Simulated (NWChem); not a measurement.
A series in which one site is exchanged, each optimised at B3LYP/6-31G* with NWChem, gas phase unless a solvent is named. All stand in one matching conformer (torsions within 35°), which need not be the lowest. Pople sets run with spherical d functions. This build's default masses of Se (78.918 u) and Br (79.917 u) are each other's, which moves their modes by up to 0.6 %. Shieldings are non-relativistic GIAO values without spin-orbit effects.

A: C[O][Mg][Br] (CH$_{3}$BrMgO; site = Br)
B: C[O][Mg][F] (CH$_{3}$FMgO; site = F)
C: [Cl][Mg][O]C (CH₃ClMgO; site = Cl)
D: C[O][MgH] (CH4MgO; site = H)

Values for A:

* **dipole (D), B3LYP/6-31G***: 1.95
* **orbital gap (eV), B3LYP/6-31G***: 5.30
* **highest harmonic frequency (cm⁻¹), B3LYP/6-31G***: 3023
* **13C shift against tetramethylsilane, PBE/pcSseg-1 (ppm)**: 59.3

Problem. How do these values change for the other members?

Solution. 
```csv
change from A,B,C,D
"dipole (D), B3LYP/6-31G*",-0.49,+0.12,-1.49
"orbital gap (eV), B3LYP/6-31G*",+0.03,+0.04,+0.67
"highest harmonic frequency (cm⁻¹), B3LYP/6-31G*",-8,-1,-15
"13C shift against tetramethylsilane, PBE/pcSseg-1 (ppm)",-0.6,-0.2,0.0
```
